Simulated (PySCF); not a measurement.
Compound: C₇H₁₅P.
Bonds: C1–C2 (double), C2–P3, P3–C4, P3–C5, P3–C6, P3–C7, C7–C8 (double). Hydrogens: H9, H10 on C1; H11 on C2; H12, H13, H14 on C4; H15, H16, H17 on C5; H18, H19, H20 on C6; H21 on C7; H22, H23 on C8.

Method: PySCF, PBE0-D3(BJ)/def2-SVP geometry optimisation, gas phase; density fitting, grid level 1; the optimiser is geomeTRIC in internal coordinates, started from a GFN2-xTB structure with every atom displaced at random (about 0.01 Å).

Step 0: E = -16768.7164 eV
```
atom  x, y, z in Å  |  force x, y, z in eV/Å
C1      2.2523   -0.0932    0.0119   -1.184   0.442  -0.601
C2      1.1143   -0.7550    0.2118   -0.078  -0.035   0.041
P3     -0.4934   -0.3794   -0.6100    1.131   0.165   0.091
C4      0.2549   -0.9403   -2.3301   -2.595   0.061  -0.265
C5     -0.8516    1.3229   -1.2172   -0.184  -0.139   0.412
C6     -1.1666    0.1260    1.1810   -0.617  -0.137  -0.053
C7     -1.7404   -1.6879   -0.6329    0.180   0.399  -0.253
C8     -2.7547   -1.6892   -1.4771   -0.902  -0.349  -0.589
H9      3.1371   -0.2635    0.5753    0.974  -0.313   0.645
H10     2.2822    0.7187   -0.7152    0.173   0.110  -0.193
H11     1.0658   -1.5303    0.9766   -0.023  -0.195   0.177
H12     1.0900   -0.3511   -2.6274    1.084   0.702  -0.367
H13    -0.5571   -0.8692   -3.1255    0.844  -0.025   0.622
H14     0.5239   -1.9819   -2.2522    0.366  -0.745   0.006
H15    -0.3023    2.0248   -0.5880    0.192   0.169   0.191
H16    -1.9140    1.5248   -1.0579   -0.242   0.041  -0.034
H17    -0.5829    1.4739   -2.2533    0.092   0.037  -0.549
H18    -0.6039    0.9551    1.6136    0.275   0.285   0.088
H19    -1.1034   -0.7159    1.8903    0.005  -0.020  -0.007
H20    -2.2340    0.4316    1.1360    0.221  -0.096  -0.021
H21    -1.6889   -2.4199    0.1491    0.123  -0.579   0.644
H22    -3.5415   -2.4607   -1.4331    0.146   0.227   0.036
H23    -2.8619   -0.9431   -2.2712    0.021  -0.003  -0.021
```

Step 1: E = -16768.8543 eV
```
atom  x, y, z in Å  |  force x, y, z in eV/Å
C1      2.2406   -0.0610    0.0039    0.358  -0.177   0.191
C2      1.1245   -0.7545    0.2215   -0.107   0.027   0.039
P3     -0.4694   -0.3900   -0.6136   -0.133  -0.024  -0.073
C4      0.2204   -0.9351   -2.3376    0.509   0.088  -0.012
C5     -0.8402    1.3282   -1.1884    0.028   0.072  -0.089
C6     -1.1728    0.1066    1.1798    0.092   0.060   0.037
C7     -1.7659   -1.6876   -0.6511    0.026  -0.156   0.198
C8     -2.7938   -1.7177   -1.4986    0.045   0.062  -0.032
H9      3.1504   -0.2309    0.6037   -0.239   0.061  -0.125
H10     2.3161    0.6933   -0.7823   -0.009   0.075  -0.073
H11     1.0751   -1.4890    1.0349    0.013   0.013  -0.040
H12     1.1196   -0.3405   -2.6157   -0.242  -0.198   0.090
H13    -0.5019   -0.8331   -3.1596   -0.186   0.008  -0.007
H14     0.5199   -1.9973   -2.2751    0.007   0.106  -0.046
H15    -0.2563    2.0263   -0.5704    0.000  -0.006  -0.005
H16    -1.9038    1.5381   -1.0083   -0.016  -0.016   0.004
H17    -0.6025    1.4834   -2.2503   -0.011  -0.011   0.073
H18    -0.5927    0.9461    1.6020   -0.025  -0.036  -0.016
H19    -1.1180   -0.7261    1.8992    0.004  -0.032   0.009
H20    -2.2280    0.4125    1.1071   -0.053   0.009  -0.006
H21    -1.7145   -2.4151    0.1737   -0.024   0.112  -0.094
H22    -3.5942   -2.4548   -1.3964   -0.035  -0.049  -0.011
H23    -2.8888   -1.0045   -2.3239   -0.002   0.010  -0.010
```

Step 2: E = -16768.8624 eV
```
atom  x, y, z in Å  |  force x, y, z in eV/Å
C1      2.2678   -0.0866    0.0124   -0.003   0.019  -0.080
C2      1.1249   -0.7420    0.2156   -0.003  -0.045   0.117
P3     -0.4748   -0.3861   -0.6132    0.061   0.023  -0.023
C4      0.2170   -0.9248   -2.3390    0.079   0.001  -0.045
C5     -0.8654    1.3254   -1.2006   -0.021   0.033   0.014
C6     -1.1712    0.1124    1.1836    0.029   0.035   0.011
C7     -1.7608   -1.6950   -0.6325    0.034   0.019  -0.055
C8     -2.7747   -1.7119   -1.4977   -0.016  -0.060   0.002
H9      3.1530   -0.2736    0.6302   -0.033  -0.014  -0.017
H10     2.3773    0.6668   -0.7750   -0.013   0.013   0.003
H11     1.0629   -1.4760    1.0270   -0.017  -0.015   0.024
H12     1.0986   -0.3244   -2.6256   -0.048  -0.008   0.026
H13    -0.5317   -0.8279   -3.1437   -0.014  -0.015   0.048
H14     0.5319   -1.9801   -2.2885   -0.004   0.007  -0.021
H15    -0.2861    2.0343   -0.5911    0.000  -0.004   0.004
H16    -1.9312    1.5228   -1.0168   -0.002  -0.003   0.003
H17    -0.6345    1.4742   -2.2628    0.000  -0.004   0.008
H18    -0.5980    0.9584    1.5985   -0.002   0.000   0.004
H19    -1.1023   -0.7190    1.9048    0.000  -0.003  -0.010
H20    -2.2319    0.4065    1.1164    0.003  -0.002  -0.002
H21    -1.7171   -2.4157    0.1932   -0.024   0.028  -0.017
H22    -3.5819   -2.4473   -1.4198   -0.008   0.007   0.006
H23    -2.8481   -0.9932   -2.3209    0.002  -0.011   0.001
```

Question: Estimate the geometry and energy of step 3. (The exact step hangs on the optimiser's Hessian estimate; all steps are aligned on step 2, rigid shifts and turns removed.)

Answer: E = -16768.8656 eV, largest force 0.104 eV/Å
```
atom  x, y, z in Å  |  force x, y, z in eV/Å
C1      2.2560   -0.0959   -0.0019   -0.066   0.015  -0.048
C2      1.1189   -0.7531    0.2276    0.001   0.016  -0.025
P3     -0.4718   -0.3810   -0.6092   -0.016  -0.043  -0.004
C4      0.2246   -0.9203   -2.3332   -0.100   0.004  -0.029
C5     -0.8581    1.3339   -1.1935   -0.009   0.000   0.031
C6     -1.1690    0.1205    1.1868   -0.037  -0.009  -0.008
C7     -1.7614   -1.6873   -0.6390   -0.010   0.026  -0.041
C8     -2.7727   -1.7289   -1.5069    0.017  -0.009  -0.025
H9      3.1464   -0.2764    0.6039    0.093  -0.011   0.041
H10     2.3482    0.6559   -0.7947   -0.010  -0.040   0.035
H11     1.0586   -1.4853    1.0412    0.006   0.016   0.013
H12     1.1023   -0.3214   -2.6176    0.051   0.074  -0.039
H13    -0.5343   -0.8180   -3.1290    0.041  -0.012   0.041
H14     0.5380   -1.9751   -2.2923   -0.006  -0.031   0.008
H15    -0.2799    2.0397   -0.5793    0.000  -0.002   0.003
H16    -1.9247    1.5307   -1.0123    0.007  -0.006   0.000
H17    -0.6232    1.4852   -2.2534    0.006   0.006  -0.029
H18    -0.5943    0.9637    1.6038    0.009   0.010   0.002
H19    -1.1040   -0.7131    1.9061   -0.004   0.007  -0.010
H20    -2.2292    0.4179    1.1177    0.018  -0.004   0.009
H21    -1.7229   -2.3980    0.1926   -0.008  -0.023   0.062
H22    -3.5747   -2.4700   -1.4192    0.025   0.016   0.008
H23    -2.8490   -1.0265   -2.3438   -0.008   0.000   0.005
```

The energy changes by -0.0032 eV. The first-order estimate −F·Δx gives -0.0085 eV and the mean of the old and new forces, exact on a quadratic surface, -0.0035 eV. The step makes an angle of 67° with the force vector and moves no atom by more than 0.040 Å.

The cost below is that of the whole optimisation. The run took 2.9 min wall on Intel Xeon 6975P-C, one thread, no GPU, shared host with 192 logical CPUs at a one-minute load of 98, and the process peaked at 0.85 GiB of memory.
